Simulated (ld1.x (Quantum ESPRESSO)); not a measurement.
**Eu (Z = 63): one change to a PAW potential, before and after**

Eu (Z = 63), PAW, made with ld1.x (Quantum ESPRESSO) 7.5 (PBE, scalar-relativistic). Core [Kr] 4d10, reference 4f7 5s2 5p6 5d0 6s2 6p0. Waves: 5s (bound): rcut 1.75, rcutus 2.00 bohr; 6s (bound): rcut 1.75, rcutus 2.00 bohr; 5p (bound): rcut 2.15, rcutus 2.40 bohr; 6p (bound, empty): rcut 2.15, rcutus 2.40 bohr; 5d (bound, empty): rcut 3.65, rcutus 4.40 bohr; 5d channel at 0.5 Ry: rcut 3.65, rcutus 4.40 bohr; 4f (bound): rcut 1.40, rcutus 1.65 bohr; 4f channel at 0.2 Ry: rcut 1.40, rcutus 1.65 bohr. Local part: all-electron potential smoothed inside 2.65 bohr (lloc = -2). Core correction: Bessel-smoothed model core, default radius (core density twice the valence density). Augmentation charge: GAUSS, radius 1.30 bohr.

Change: waves 4f (bound): rcut 1.40, rcutus 2.42 bohr; 4f channel at 0.2 Ry: rcut 1.40, rcutus 2.42 bohr.

Cutoffs: the cutoffs (Ry, on a coarse ladder) from which the occupation-weighted sum of valence levels, in a spherical-Bessel basis at the reference potential, stays within 10 and 1 mRy of its value at 400 Ry; they do not see the model core or the augmentation charge, which bear on the density cutoff. Errors are all-electron minus pseudo energies relative to the spin-unpolarised reference configuration.

Question: What does the change do?

Answer: The potential gets softer (50 Ry and 80 Ry → 21 Ry and 35 Ry); the number of tests with a reliable result goes from 7 to 2 (the test run of the changed file stopped, so its transferability is not established); neither file shows a bound ghost. A larger radius leaves more room for a smooth pseudo-wave, so fewer plane waves are needed.

| quantity | base | changed |
| --- | --- | --- |
| cutoff, loose | 50 Ry | 21 Ry |
| cutoff, tight | 80 Ry | 35 Ry |
| loose cutoff by channel (10 mRy a level) | s 12 Ry, p 10 Ry, f 45 Ry | s 12 Ry, p 10 Ry, f 15 Ry |
| bound ghosts | none | none |
| tests with a reliable result | 7 of 7 | 2 of 7 (the test run stopped) |
| error for 4f7 5s2 5p6 5d0 6s1 6p0, meV [ΔE 6.02 eV] | -2.7 | -2.8 |
| error for 4f7 5s2 5p6 5d0 6s0 6p0, meV [ΔE 17.25 eV] | -7.1 | -7.6 |
| s: phases at 4.77 bohr within 0.05 rad from the reference energy up to (Ry; the scan ends near 5) | 4.0 | 4.0 |
| p: phases at 4.77 bohr within 0.05 rad from the reference energy up to (Ry; the scan ends near 5) | 4.5 | 4.5 |
| d: phases at 4.77 bohr within 0.05 rad from the reference energy up to (Ry; the scan ends near 5) | 0.6 | 0.6 |
| f: phases at 4.77 bohr within 0.05 rad from the reference energy up to (Ry; the scan ends near 5) | 2.1 | 2.1 |
| lowest overlap eigenvalue by channel | s 0.20, p 0.12, d 0.13, f 1.00 | s 0.20, p 0.12, d 0.13, f 0.09 |
